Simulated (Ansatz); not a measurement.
Calculated with Ansatz (gas phase, PBE0-D4/def2-TZVP geometries, no zero-point term in ΔE). CCSD(T)/CBS adds triple-zeta CCSD(T) − MP2 to the extrapolated MP2 energy (def2 sets, frozen cores). This one scheme is used for every species. Functionals use def2-TZVPP. Elements past krypton have def2 core potentials. For Sn outer-core shells are correlated without core-valence functions, which leaves a few kJ/mol of doubt a bond. Each species was taken in one conformer, which may not be the lowest.

Reaction (ligand exchange at the Si–C bond): `[SiH3]/C=C\S` + `[OH][Sn][F]` → `[F][Sn][O][SiH3]` + `C=CS`

**Question.** Is it downhill or uphill in electronic energy at CCSD(T)/CBS, and by how much? (Best estimate.)

**Answer.** Computed: Downhill: ΔE = -110.1 kJ/mol.

**Question.** What do these levels give: LDA (SPW92), revPBE-D4, B97M-V, r2SCANh, CCSD/def2-SVP, SCS-MP2/def2-TZVPP? (Estimate.)

**Answer.** The calculation gave: LDA (SPW92) -86.1, revPBE-D4 -88.2, B97M-V -109.5, r2SCANh -106.1, CCSD/def2-SVP -120.4, SCS-MP2/def2-TZVPP -117.2 kJ/mol.

Largest T1 diagnostic among the species: 0.018.

From r2SCAN to r2SCAN0 (25 % exact exchange), in def2-TZVPP and without D4, ΔE moves by −5.1 kJ/mol. At CCSD(T), def2-SVP lies −5.9 kJ/mol from the extrapolated value and def2-TZVPP −1.1 kJ/mol. Leaving LDA and LC-ωPBE aside and taking each functional with its dispersion term where it has one, the values, not all of them listed here, spread over 34.6 kJ/mol, from BHLYP-D4 to revPBE-D4. LDA lies +6.1 kJ/mol from PBE without D4.
